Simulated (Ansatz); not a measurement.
Coupled-cluster diagnostics for Ti2O3⁺, Ansatz.

Geometry of the doublet (B3LYP-D4/def2-SVP):

```
atom   x (Å)   y (Å)   z (Å)
 Ti1   2.753   0.409   1.203
 Ti2  -0.338  -0.351  -0.643
  O3  -1.991  -0.632  -0.021
  O4  -1.846   0.601  -0.771
  O5   1.422  -0.026   0.231
```

Correlated methods freeze 13 core orbitals; core or outer-core shells of Ti are correlated, in sets that lack core-valence functions. The structure holds one bond between oxygen atoms, so isomers without such links may lie far lower. Another isomer (doublet) lies 5.23 eV lower at PBE0-D4/def2-TZVP; other spin states weren't run for this one.

Estimate the CCSD(T) correlation energy, the shares of MP2 and (T), T1 and the reference's ⟨S²⟩ for: charge 1, doublet, own geometry in def2-SVP; and the rough time on 4 threads of Intel Xeon on a shared host.


```csv
state,basis,correlation (eV),MP2 share (%),(T) share (%),T1,⟨S²⟩ (pure),wall time,remarks
"charge 1, doublet, own geometry",def2-SVP,-29.142,93.1,4.6,0.042,1.78 (0.75),75 s,spin-contaminated
```
Customary marks for T1 are 0.02 (closed shells), 0.045 (open shells) and about 0.05 (3d metals). T1 exceeds 0.02 in 1 of 1 rows and 0.045 in 0; the higher it lies, the less the single-reference result can be trusted.
